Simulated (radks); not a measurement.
The numbers below are computed, except where a source is named.
Lu56+, 15 electrons, occupied as [Ne] 3s2 3p3 (the NIST ground configuration). Code: a radial shooting solver on a logarithmic mesh with Libxc functionals. Model: Dirac Kohn-Sham, LB94 model potential, spin-unpolarised, spherical densities, finite nucleus; open shells fill j = l - 1/2 first; Fermi nuclear charge, rms radius 5.37 fm.

Normalised radial functions P(r) = r R(r) (large component), r in bohr:

r	2p1/2	3p3/2
0.001217	0.0677	0.0081
0.001511	0.0864	0.0122
0.001875	0.1111	0.0182
0.002327	0.1439	0.0272
0.002888	0.1877	0.0405
0.003585	0.2465	0.0600
0.004449	0.3255	0.0882
0.005521	0.4313	0.1288
0.006853	0.5723	0.1862
0.008505	0.7579	0.2661
0.01056	0.9985	0.3747
0.0131	1.3027	0.5177
0.01626	1.6748	0.6984
0.02018	2.1089	0.9139
0.02504	2.5826	1.1496
0.03108	3.0502	1.3724
0.03858	3.4398	1.5253
0.04788	3.6601	1.5265
0.05942	3.6215	1.2836
0.07375	3.2729	0.7272
0.09153	2.6421	-0.1329
0.1136	1.8535	-1.1524
0.141	1.0926	-2.0489
0.175	0.5198	-2.5031
0.2172	0.1898	-2.3428
0.2695	0.0499	-1.6920
0.3345	0.0087	-0.9165
0.4151	0.0009	-0.3542
0.5152	0.0001	-0.0912
0.6395	0.0000	-0.0143

2p1/2: eigenvalue -14514.4 eV, 0 radial nodes, <r> = 0.0665 bohr, 90 % of the charge inside 0.110 bohr. 3p3/2: eigenvalue -5523.3 eV, 1 radial node at r = 0.0888 bohr, <r> = 0.195 bohr, 90 % of the charge inside 0.288 bohr.
